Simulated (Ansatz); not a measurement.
Ansatz results at the PBE0-D4/def2-TZVP geometry: HOMO energy (B3LYP/def2-TZVPP) -6.35 eV; vertical ionisation energy (CCSD(T)/CBS(def2)) 9.00 eV; LUMO energy (ωB97M-V/def2-TZVPP) 1.28 eV.

Each molecule was computed in one conformer, which needn't be the lowest.

(1) Which molecule gave them?
A. `C[Si]S`
B. `CC[Si]O`
C. `F[Si]Cl`
D. `CO[Si]N`

Answers

(1) D. The others give `C[Si]S`: -6.28, 8.76, -0.10; `F[Si]Cl`: -7.79, 10.61, -0.46; `CC[Si]O`: -6.03, 8.63, 0.51.

B3LYP here is the variant with VWN-RPA as its local correlation; programs differ in this.
